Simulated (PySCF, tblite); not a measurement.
Isomers of C3H10NO2Si (doublet state). Computed values, GFN2-xTB/tblite, gas phase, harmonic and unscaled. Errors from tens to a few hundred cm⁻¹ against measured bands are possible. Modes of hydrogen on silicon can be 10 to 20 % off. One conformer each. Open shells enter through the occupations alone, without spin polarisation, and single modes of such species can be off by tens of per cent.

Electronic energies: B3LYP/pcH-1 single points on the GFN2-xTB geometries (PySCF, gas phase).

```json
{"SMILES": "C[C](C)O[Si@@H](N)O", "electronic energy, lowest = 0 (kJ/mol)": "9.8"}
{"SMILES": "[CH2][C@@H](C)O[Si@@H](N)O", "electronic energy, lowest = 0 (kJ/mol)": "49.9"}
{"SMILES": "CC(C)O[Si](N)O", "electronic energy, lowest = 0 (kJ/mol)": "0.0"}
{"SMILES": "[CH2]N[Si@@H](O)OCC", "electronic energy, lowest = 0 (kJ/mol)": "38.3"}
{"SMILES": "CCO[Si](O)NC", "electronic energy, lowest = 0 (kJ/mol)": "53.7"}
{"SMILES": "CCO[Si@H](O)[N]C", "electronic energy, lowest = 0 (kJ/mol)": "101.0"}
{"SMILES": "CC(C)O[Si@@H]([NH])O", "electronic energy, lowest = 0 (kJ/mol)": "86.1"}
```

Problem. How do GFN2-xTB zero-point energies change the relative energies?

Solution. 
| SMILES | ZPE (kJ/mol) | of it from modes above 1550 cm⁻¹ | electronic (kJ/mol) | with ZPE, lowest = 0 (kJ/mol) | lowest mode (cm⁻¹) | rings |
| --- | --- | --- | --- | --- | --- | --- |
| CC(C)O[Si](N)O | 356.5 | 188.8 | 0.0 | 3.5 | 25 | 0 |
| C[C](C)O[Si@@H](N)O | 343.2 | 183.9 | 9.8 | 0.0 | 40 | 0 |
| [CH2]N[Si@@H](O)OCC | 343.3 | 183.6 | 38.3 | 28.6 | 27 | 0 |
| [CH2][C@@H](C)O[Si@@H](N)O | 339.5 | 186.5 | 49.9 | 36.4 | 19 | 0 |
| CCO[Si](O)NC | 357.4 | 185.4 | 53.7 | 58.2 | 35 | 0 |
| CC(C)O[Si@@H]([NH])O | 343.5 | 180.8 | 86.1 | 76.7 | 36 | 0 |
| CCO[Si@H](O)[N]C | 344.6 | 176.8 | 101.0 | 92.6 | 31 | 0 |

The zero-point energies span 17.9 kJ/mol, from `[CH2][C@@H](C)O[Si@@H](N)O` to `CCO[Si](O)NC`. With it `C[C](C)O[Si@@H](N)O` becomes the lowest.

Problem. And how do the electronic energies of GFN2-xTB itself compare?

Solution. `CC(C)O[Si](N)O` 26.4; `C[C](C)O[Si@@H](N)O` 0.0; `[CH2]N[Si@@H](O)OCC` 25.3; `[CH2][C@@H](C)O[Si@@H](N)O` 64.6; `CCO[Si](O)NC` 44.7; `CC(C)O[Si@@H]([NH])O` 66.0; `CCO[Si@H](O)[N]C` 44.2 kJ/mol, lowest = 0. Against the energies above, taken from the same isomer `CC(C)O[Si](N)O`, the largest difference is 83.2 kJ/mol.

Problem. What do entropy and thermal enthalpy add at 298.15 K and 1 bar (rigid rotor, harmonic oscillator, one conformer each)?

Solution. 
```json
{"SMILES": "C[C](C)O[Si@@H](N)O", "point group": "C1", "symmetry number": "1", "S (J/(mol K))": "436.6", "H − H(0) (kJ/mol)": "31.97", "ZPE + H − H(0) − TS (kJ/mol)": "244.9"}
{"SMILES": "[CH2]N[Si@@H](O)OCC", "point group": "C1", "symmetry number": "1", "S (J/(mol K))": "441.7", "H − H(0) (kJ/mol)": "32.03", "ZPE + H − H(0) − TS (kJ/mol)": "243.7"}
{"SMILES": "CCO[Si](O)NC", "point group": "C1", "symmetry number": "1", "S (J/(mol K))": "431.5", "H − H(0) (kJ/mol)": "30.45", "ZPE + H − H(0) − TS (kJ/mol)": "259.2"}
{"SMILES": "CC(C)O[Si@@H]([NH])O", "point group": "C1", "symmetry number": "1", "S (J/(mol K))": "425.9", "H − H(0) (kJ/mol)": "30.45", "ZPE + H − H(0) − TS (kJ/mol)": "247.0"}
{"SMILES": "CCO[Si@H](O)[N]C", "point group": "C1", "symmetry number": "1", "S (J/(mol K))": "441.0", "H − H(0) (kJ/mol)": "31.02", "ZPE + H − H(0) − TS (kJ/mol)": "244.1"}
```

S holds R ln(2S + 1) for the spin.

Not tabulated: `CC(C)O[Si](N)O` (lowest mode only 25 cm⁻¹); `[CH2][C@@H](C)O[Si@@H](N)O` (lowest mode only 19 cm⁻¹).
